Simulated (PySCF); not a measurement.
# A PySCF run on TlHg⁺

State: ¹Σ⁺ (singlet), closed shell.

An equivalent input (the run itself took its basis sets from the Basis Set Exchange, started from a PBE0 density and held the occupation σ 8α 8β, πx 4α 4β, πy 4α 4β, δx 2α 2β, δy 2α 2β):

```python
from pyscf import gto, dft
mol = gto.M(atom='Tl 0 0 0; Hg 0 0 3.289', basis={'Tl': 'def2-SVP', 'Hg': 'def2-SVP'}, ecp={'Tl': 'def2-SVP', 'Hg': 'def2-SVP'},
            charge=1, spin=0, verbose=4, symmetry='C2v')
mf = dft.UKS(mol, xc='PBE')
mf.grids.atom_grid = (80, 434)
mf.grids.prune = dft.gen_grid.treutler_prune
mf.irrep_nelec = {'A1': (10, 10), 'A2': (2, 2), 'B1': (4, 4), 'B2': (4, 4)}
mf.conv_tol = 1e-9
mf.max_cycle = 60
mf.diis_space = 10
mf.kernel()
```

The log (some set-up lines and the per-cycle HOMO/LUMO lines removed):

```
******** <class 'pyscf.dft.uks_symm.SymAdaptedUKS'> ********
method = SymAdaptedUKS
damping factor = 0
level_shift factor = 0
DIIS = <class 'pyscf.scf.diis.CDIIS'>
diis_start_cycle = 1
diis_space = 10
diis_damp = 0
SCF conv_tol = 1e-09
SCF conv_tol_grad = None
SCF max_cycles = 60
number electrons alpha = 20  beta = 20
Set gradient conv threshold to 3.16228e-05
init E= -325.895561885655
cycle= 1 E= -325.897059632739  delta_E= -0.0015  |g|= 0.0267  |ddm|= 0.156
cycle= 2 E= -325.89689293974  delta_E= 0.000167  |g|= 0.0331  |ddm|= 0.0991
cycle= 3 E= -325.897385632077  delta_E= -0.000493  |g|= 0.0038  |ddm|= 0.0567
cycle= 4 E= -325.89739287366  delta_E= -7.24e-06  |g|= 0.00101  |ddm|= 0.00823
cycle= 5 E= -325.897393306183  delta_E= -4.33e-07  |g|= 0.000167  |ddm|= 0.00134
cycle= 6 E= -325.897393321957  delta_E= -1.58e-08  |g|= 2.48e-05  |ddm|= 0.000445
cycle= 7 E= -325.89739332262  delta_E= -6.62e-10  |g|= 3.53e-06  |ddm|= 8.06e-05
Extra cycle  E= -325.897393322617  delta_E= 2.27e-12  |g|= 4.79e-06  |ddm|= 1.62e-05
converged SCF energy = -325.897393322617  <S^2> = -1.4210855e-14  2S+1 = 1
```

Repeating this along the bond gives Re = 3.275 Å and ωe = 55.2 cm⁻¹.

A point of this curve took 0.7 CPU seconds beside 0.27 for the integrals, on Arm Neoverse V1 (shared host).

Closed-shell solutions of metal pairs were not tested for spin polarisation, which can lower them a little. Spin–orbit coupling is left out.
